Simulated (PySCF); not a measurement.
**How methods differ on the excitation energy of Al**

Al [Ne] 3s2 3p1 (2P) → Al [Ne] 3s1 3p2 (4P), as a difference of total energies. Computed with PySCF 2.14 in aug-cc-pV(Q+d)Z, with no relativity, point nucleus. Correlated levels: valence: [Ne] frozen. The calculations carry no spin-orbit coupling.

```csv
method,excitation energy (eV),error (eV)
UHF,2.390,-1.208
MP2 (valence),3.169,-0.429
SCS-MP2 (valence),3.487,-0.111
CCSD (valence),3.407,-0.191
CCSD(T) (valence),3.437,-0.161
```

Reference: 3.598 eV (measured; NIST levels, between the centres of gravity of the two terms).

Errors of the correlated levels include the incompleteness of this basis and the frozen core.
